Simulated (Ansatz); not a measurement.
`CO[SiH2]N[SiH2]F`. The species carries charge 0 and has multiplicity 1.

```tsv
atom	x (Å)	y (Å)	z (Å)
C1	-0.5564	-2.5693	-0.8830
O2	-0.6179	-1.3503	-0.1806
Si3	0.5925	-0.2441	-0.2035
N4	0.2980	0.9370	1.0064
Si5	-0.1850	2.5602	0.7871
F6	1.0604	3.5662	0.8057
H7	-1.3665	-3.2098	-0.5304
H8	-0.6810	-2.4154	-1.9605
H9	0.3947	-3.0886	-0.7136
H10	1.8711	-0.9645	0.0455
H11	0.6475	0.4748	-1.5024
H12	0.4222	0.6342	1.9631
H13	-0.8217	2.6899	-0.5403
H14	-1.0577	2.9798	1.9065
```

Problem. Give the diagnostics of a CCSD(T)/def2-TZVPP run (frozen core, the Gaussian-basis code of Ansatz). (An estimate is asked.)

Solution. Ansatz gave: T1 = 0.0114, largest single amplitude 0.013, largest double 0.018, (T) share of the correlation energy 3.3 %, 9 CCSD cycles. The RHF solution is stable towards an unrestricted one. T1 lies under the customary mark of 0.02 for closed shells.
